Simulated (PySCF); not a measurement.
## Fluorine: a sound run and one with changed settings

Sound run: F⁺ [He] 2s2 2p4, F²⁺ [He] 2s2 2p3. Calculation: PySCF 2.14, in def2-SVP (3s2p1d, 14 functions); the non-relativistic Hamiltonian (point nucleus). The sound run starts from symmetry-adapted Hartree-Fock orbitals and uses a fine grid where one is needed.

Changed run: 6 angular points. This setting is unsound on purpose.

```json
{"species": "F⁺", "method": "UHF", "sound run (hartree)": "-98.70445", "changed run (hartree)": "-98.70445", "converged": "yes"}
{"species": "F⁺", "method": "LDA", "sound run (hartree)": "-98.32500", "changed run (hartree)": "-98.38016", "converged": "yes"}
{"species": "F⁺", "method": "M06-2X", "sound run (hartree)": "-98.96836", "changed run (hartree)": "-98.95813", "converged": "yes"}
{"species": "F²⁺", "method": "UHF", "sound run (hartree)": "-97.47222", "changed run (hartree)": "-97.47222", "converged": "yes"}
{"species": "F²⁺", "method": "LDA", "sound run (hartree)": "-97.02276", "changed run (hartree)": "-97.02276", "converged": "yes"}
{"species": "F²⁺", "method": "M06-2X", "sound run (hartree)": "-97.67409", "changed run (hartree)": "-97.67409", "converged": "yes"}
```

Ionisation energy of F⁺:

| method | sound run (eV) | changed run (eV) |
| --- | --- | --- |
| UHF | 33.531 | 33.531 |
| LDA | 35.436 | 36.937 |
| M06-2X | 35.219 | 34.941 |

A coarse angular grid integrates products of high-l functions wrongly, so density functionals can shift, and the SCF can exploit the error; Hartree-Fock and MP2 need no grid.

For comparison, NIST gives 34.971 eV between the lowest levels.
